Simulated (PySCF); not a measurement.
trans-Ti(H2O)2F4 (singlet state).
Geometry (PBE0-D3(BJ)/def2-SVP, Å), atoms numbered from 1 in this order:
```xyz
11
F4H4O2Ti angstrom
Ti    -0.1249   -0.1283   -0.0035
O     -0.2907    0.1258    2.1199
H     -1.1088    0.5592    2.3935
H      0.4750    0.5672    2.5083
O      0.2338   -0.2342   -2.1220
H      0.6987   -1.0398   -2.3810
H      0.6922    0.5427   -2.4659
F      1.5672   -0.0820    0.5755
F     -1.8779   -0.1041    0.3018
F     -0.0847    1.5785   -0.5342
F     -0.0818   -1.8705   -0.3615
```

Computed with PBE0-D3(BJ)/def2-SVP geometry optimisation, gas phase (PySCF).

**Question.** Which atoms are bound to Ti1, and at what distances?

**Answer.** 6 atoms: F11 1.779 Å, F9 1.780 Å, F10 1.788 Å, F8 1.789 Å, O2 2.145 Å, O5 2.151 Å. The nearest atom not counted as bound is H4, at 2.67 Å (others tie with it).

**Question.** List the angles at Ti1.

**Answer.** 
| angle | degrees | distance of the outer atoms (Å) |
| --- | --- | --- |
| O2–Ti1–O5 | 173.5 | 4.29 |
| F8–Ti1–F9 | 151.1 | 3.46 |
| F10–Ti1–F11 | 151.0 | 3.45 |
| O5–Ti1–F9 | 109.5 | 3.22 |
| O2–Ti1–F11 | 108.5 | 3.19 |
| O2–Ti1–F10 | 100.5 | 3.03 |
| O5–Ti1–F8 | 99.3 | 3.01 |
| F9–Ti1–F11 | 94.1 | 2.61 |
| F8–Ti1–F11 | 93.9 | 2.61 |
| F9–Ti1–F10 | 93.4 | 2.60 |
| F8–Ti1–F10 | 92.9 | 2.59 |
| O2–Ti1–F9 | 75.7 | 2.42 |
| O5–Ti1–F10 | 75.6 | 2.43 |
| O2–Ti1–F8 | 75.5 | 2.42 |
| O5–Ti1–F11 | 75.5 | 2.42 |

**Question.** Describe the arrangement about Ti1 in numbers.

**Answer.** The three widest angles are 173.5°, 151.1° and 151.0°, the others run from 75.5° to 109.5°.

**Question.** What are the other bond lengths?

**Answer.** O2–H3 and 3 like bonds 0.965 Å.

Charge 0, singlet. PBE0-D3(BJ)/def2-SVP frequencies: not computed here.
